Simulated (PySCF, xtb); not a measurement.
hexafluorodisilane (F6Si2), SMILES F[Si](F)(F)[Si](F)(F)F.

GFN2-xTB run with xtb at its own geometry gives an orbital gap of 6.26 eV and a dipole moment of 0.00 D.

Coordinates come from a PBE0-D3(BJ)/def2-SVP optimisation. One conformer was computed; it need not be the lowest.

Q: What does PBE/def2-TZVP (PySCF) give? (Estimate from the structure and the level; the computed values follow.)

A: gap 7.06 eV (levels -9.00 and -1.94 eV), dipole 0.00 D.
